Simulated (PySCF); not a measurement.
Structure from 2D NMR

Compound of formula C$_{8}$H$_{12}$. Correlations simulated from computed shifts and the bond graph:

HSQC (one-bond C–H):
```tsv
δH	δC
1.93	30.5
1.87	74.0
1.81	35.3
1.60	28.1
1.49	27.7
1.16	35.3
1.10	28.1
1.06	27.7
```

COSY cross peaks (H two or three bonds apart, from the bond graph; peaks can be absent where the dihedral angle is near 90°):
```tsv
δH	δH
1.93	1.81
1.93	1.16
1.81	1.60
1.81	1.16
1.81	1.10
1.60	1.49
1.60	1.16
1.60	1.10
1.60	1.06
1.49	1.10
1.49	1.06
1.16	1.10
1.10	1.06
```

HMBC (two and three bonds, from the bond graph):
```tsv
δH	δC
1.93	92.0, 74.0, 35.3, 28.1
1.87	92.0, 30.5
1.81	92.0, 35.3, 30.5, 28.1, 27.7
1.60	35.3, 30.5, 28.1, 27.7
1.49	35.3, 28.1
1.16	92.0, 35.3, 30.5, 28.1, 27.7
1.10	35.3, 30.5, 28.1, 27.7
1.06	35.3, 28.1
```

Carbons without hydrogens: δ 92.0.

PySCF 2.14 calculation with geometry: PBE0-D3(BJ)/def2-SVP and GIAO PBE0/pcSseg-1 shieldings; equivalent nuclei averaged, one conformer, non-relativistic, no solvent.

Chemical shifts δ = σref − σ; 1H (σref 31.27) and 13C (σref 184.41) against TMS, all at this level.

Exchangeable hydrogens are left out of these lists.

Work out the connectivity.

Answers

SMILES C#CC1CCCCC1.

Atom-mapped SMILES (the numbers label the heavy atoms): `[CH:1]#[C:2][CH:3]1[CH2:4][CH2:5][CH2:6][CH2:7][CH2:8]1`. Hydrogens are named by the atom that carries them. Ha(C4), Ha(C5), Ha(C6), Ha(C7), Ha(C8) are cis to C2 on the ring; Hb(C4), Hb(C5), Hb(C6), Hb(C7), Hb(C8) are trans to C2 on the ring.

- δC 92.0 is C2, an alkyne carbon.
- δC 74.0 is C1, a terminal alkyne carbon (δH 1.87).
- δC 35.3 is C4/C8, an sp3 CH2 in a ring (δH 1.81, 1.16).
- δC 30.5 is C3, a propargylic sp3 CH (δH 1.93).
- δC 28.1 is C5/C7, an sp3 CH2 in a ring (δH 1.60, 1.10).
- δC 27.7 is C6, an sp3 CH2 in a ring (δH 1.06, 1.49).
- HMBC from δH 1.93 reaches the proton-free carbon C2.
- HMBC from δH 1.87 reaches the proton-free carbon C2.
- HMBC from δH 1.81 reaches the proton-free carbon C2.
- HMBC from δH 1.16 reaches the proton-free carbon C2.
- COSY links 1.93–1.81, 1.93–1.16, 1.81–1.60, 1.81–1.16, 1.81–1.10, 1.60–1.49.

This is the structure that produced the data.

Shifts are as computed. Against solution values, carbons near 30 ppm lie about +2 ppm off and those near 130 ppm about +5 ppm. Of 1211 compounds with measured shifts, 218 miss one by over three times the rms of a fit or turn the order of signals round; such compounds aren't used in these exercises.
